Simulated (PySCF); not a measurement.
Method: TPSSh-D3(BJ)/def2-TZVP // PBE-D3(BJ)/def2-SVP run with PySCF 2.14.0. All species are isolated molecules in the gas phase. One relaxed conformer stands for a flexible species; it need not be the lowest. 

Reference species: [Cd(NH2)2] (neutral, multiplicity 1).

```json
{
 "coordination_number": "2",
 "HOMO": "-5.94 eV",
 "mean_distance_from_the_central_atom_to_its_bonded_neighbours": "2.021 Å",
 "charge on the central atom (Mulliken)": "0.73 e"
}
```

Changed species: [Cd(Br)2] (2 of 2 NH2 replaced by Br; the reference has 0 of 2 NH2 replaced by Br).

Q: Give the shifts of the coordination number, HOMO, mean distance from the central atom to its bonded neighbours and charge on the central atom (Mulliken).

A: the coordination number hardly moves; the HOMO drops by 1.78 eV, to -7.72 eV; the mean distance from the central atom to its bonded neighbours rises by 0.399 Å, to 2.420 Å; the charge on the central atom (Mulliken) is nearly the same.
